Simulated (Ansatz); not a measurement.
Computed with Ansatz on PBE0-D4/def2-TZVP structures; ΔE is electronic, products minus reactants. CCSD(T)/CBS is the MP2 limit (def2-TZVPP, def2-QZVPP) plus CCSD(T) − MP2 in def2-TZVPP, frozen cores. This one scheme is used for every species. DFT in def2-TZVPP. No spin–orbit coupling; open shells (•) take unrestricted orbitals. def2 core potentials past Kr. For In outer-core shells are correlated without core-valence functions, which leaves a few kJ/mol of doubt a bond. One conformer a species, not always the lowest.

Reaction (homolysis of the In–S bond): `C[O][In]([SH])[SH]` → `C[O][In][SH]`• + `[SH]`•

CCSD(T)/CBS gives +319.8 kJ/mol.

Q: Another level gave +285.4 kJ/mol. Which?
A. BHLYP-D4/def2-TZVPP
B. CCSD(T)/def2-TZVPP
C. revPBE/def2-TZVPP
D. BHLYP/def2-TZVPP

A: A. BHLYP-D4 285.4, CCSD(T)/def2-TZVPP 304.2, BHLYP 274.8, revPBE 266.9 kJ/mol.

Q: What do rigid-rotor, harmonic-oscillator terms from PBE0-D4/def2-TZVP frequencies (298.15 K, 1 bar) make of the CCSD(T)/CBS value? (Best estimate.)

A: Ansatz gave: ΔZPE = -10.3 kJ/mol, ΔH = +312.1 kJ/mol, ΔS = 152 J/(mol·K), ΔG = +266.8 kJ/mol. Open shells count their whole term as degenerate. Modes under 50 cm⁻¹ make the entropy rough.

Largest T1 diagnostic among the species: 0.021.

The D4 term adds +11.1 kJ/mol with B3LYP and +6.5 kJ/mol with PBE0; it sums over pairs of atoms, weighted by their polarisabilities, and B3LYP, whose exchange is more repulsive, gets the larger term. From BLYP to BHLYP (50 % exact exchange), in def2-TZVPP and without D4, ΔE moves by +21.0 kJ/mol. In def2-TZVPP, CCSD(T) changes the Hartree–Fock value by +96.5 kJ/mol (the triples alone add +9.9 kJ/mol) and MP2 by +116.9 kJ/mol; breaking electron pairs costs correlation energy, which Hartree–Fock lacks.

B3LYP here is the variant with VWN-RPA as its local correlation; programs differ in this.
